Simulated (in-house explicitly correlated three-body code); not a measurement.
Computed with an exponentially correlated three-body code. Model: two electrons around a point charge, non-relativistic, variational in 260 exponentially correlated functions (energies converged to about 1e-7 hartree, or 1e-8 relative for large Z).

Command:
```bash
python run_hyl.py task.json out
```
Settings (lengths in bohr, energies in hartree):
```
Z                      7
screening              0.035
interaction_strength   1
functions              260
states_tried           13
```

Cost of the run: 2.6 min on 1 thread of Arm Neoverse N1, on a shared host.

**Those bound S and P states to n = 4 that converged, binding against the one-electron ion.**

Given: nuclear charge 7; Yukawa screening of all interactions 0.035 1/bohr.

Computed: one-electron threshold -24.2559157 hartree.

```
term  energy (hartree)  binding (eV)
1 1S       -44.3281764        546.19
2 3S       -28.9069596        126.56
2 3P       -28.6693244        120.09
2 1S                 ?             ?
2 1P       -28.5080791        115.71
3 3S       -26.1524277        51.607
3 1S       -26.0885514        49.869
3 3P       -26.0877881        49.848
3 1P       -26.0428165        48.624
4 3S       -25.2251154        26.373
4 1S       -25.1994574        25.675
4 3P                 ?             ?
4 1P       -25.1801628         25.15
```

Task: What belongs in the row 2 1S?

Result: energy (hartree): -28.6648555; binding (eV): 119.97.

Task: What belongs in the row 4 3P?

Result: energy (hartree): -25.1985782; binding (eV): 25.651.

**Converged states only, values per electron or pair (inverse distances are <exp(-kr)/r>).**

```tsv
term	mean r (bohr)	mean r squared (bohr²)	mean inverse r (1/bohr)	mean r12 (bohr)	mean inverse r12 (1/bohr)	mean cosine	mean p1 dot p2 (bohr⁻²)	delta r1 (bohr⁻³)	delta r12 (bohr⁻³)
1 1S	0.2265	0.068909	6.6526	0.33485	4.0284	-0.018941	0.81805	99.158	10.248
2 3S	0.57336	0.53693	4.246	0.96758	1.1836	-0.0062416	0.060379	59.831	-
2 3P	?	?	?	?	?	?	?	?	-
2 1S	0.59516	0.58621	4.2242	1.0012	1.3629	-0.0092203	0.070571	59.425	1.699
2 1P	0.52824	0.45602	4.2103	0.86117	1.4816	0.043482	2.6886	54.704	0.42363
3 3S	1.1825	2.6564	3.807	2.1654	0.55577	-0.0020438	0.017549	56.081	-
3 1S	1.2146	2.8176	3.8013	2.2272	0.60316	-0.0029393	0.021886	55.995	0.49501
3 3P	?	?	?	?	?	?	?	?	-
3 1P	1.1561	2.5664	3.7972	2.1089	0.63727	0.010691	0.69132	54.605	0.13806
4 3S	2.0474	8.4987	3.6562	3.8886	0.30951	-0.0008759	0.0072654	55.202	-
4 1S	2.0905	8.8826	3.6538	3.9738	0.3284	-0.0012562	0.0092988	55.173	0.20544
4 3P	2.0081	8.2284	3.654	3.8112	0.33102	-0.0067525	-0.25998	54.536	-
4 1P	2.0407	8.5117	3.6521	3.8737	0.34247	0.0041922	0.27576	54.593	0.059516
```

Task: What belongs in the row 2 3P?

Result: mean r (bohr): 0.51124; mean r squared (bohr²): 0.42322; mean inverse r (1/bohr): 4.2269; mean r12 (bohr): 0.85683; mean inverse r12 (1/bohr): 1.3912; mean cosine: -0.070055; mean p1 dot p2 (bohr⁻²): -2.8482; delta r1 (bohr⁻³): 54.057.

Task: What belongs in the row 3 3P?

Result: mean r (bohr): 1.1318; mean r squared (bohr²): 2.4503; mean inverse r (1/bohr): 3.8017; mean r12 (bohr): 2.0669; mean inverse r12 (1/bohr): 0.60983; mean cosine: -0.017165; mean p1 dot p2 (bohr⁻²): -0.6705; delta r1 (bohr⁻³): 54.455.

**Electric-dipole lines between converged S and P states, rate of the upper state's decay.**

| s state | p state | p minus s (eV) | oscillator strength from s | rate (1/s) |
| --- | --- | --- | --- | --- |
| 1 1S | 2 1P | 430.49 | 0.67379 | 1.8061e+12 |
| 1 1S | 3 1P | 497.57 | 0.14335 | 5.1333e+11 |
| 1 1S | 4 1P | 521.04 | 0.053948 | 2.1184e+11 |
| 2 1S | 2 1P | 4.2661 | 0.078779 | 2.0738e+07 |
| 2 1S | 3 1P | 71.349 | 0.36316 | 2.674e+10 |
| 2 1S | 4 1P | 94.823 | 0.091391 | 1.1886e+10 |
| 3 1S | 2 1P | -65.839 | -0.059472 | 1.1186e+10 |
| 3 1S | 3 1P | ? | ? | ? |
| 3 1S | 4 1P | 24.719 | 0.39144 | 3.4594e+09 |
| 4 1S | 2 1P | -90.032 | -0.012727 | 4.4764e+09 |
| 4 1S | 3 1P | -22.949 | -0.13341 | 3.0488e+09 |
| 4 1S | 4 1P | 0.52503 | 0.19524 | 778470 |
| 2 3S | 2 3P | 6.4664 | 0.11047 | 6.6815e+07 |
| 2 3S | 3 3P | 76.714 | 0.33324 | 2.8366e+10 |
| 2 3S | 4 3P | 100.91 | 0.0861 | 1.2681e+10 |
| 3 3S | 2 3P | -68.488 | -0.0629 | 1.2802e+10 |
| 3 3S | 3 3P | 1.7589 | 0.18596 | 8.3218e+06 |
| 3 3S | 4 3P | ? | ? | ? |
| 4 3S | 2 3P | -93.722 | -0.013062 | 4.9784e+09 |
| 4 3S | 3 3P | -23.475 | -0.14378 | 3.438e+09 |
| 4 3S | 4 3P | 0.72212 | 0.25894 | 1.953e+06 |

Task: What belongs in the row 3 1S 3 1P?

Result: p minus s (eV): 1.2445; oscillator strength from s: 0.13813; rate (1/s): 3.0943e+06.

Task: What belongs in the row 3 3S 4 3P?

Result: p minus s (eV): 25.956; oscillator strength from s: 0.35897; rate (1/s): 3.4979e+09.

**Static dipole response.**

| state | polarisability (bohr³) |
| --- | --- |
| 1 1S | 0.0046562 |
| 2 1S | 3.2803 |
| 2 3S | 2.0179 |
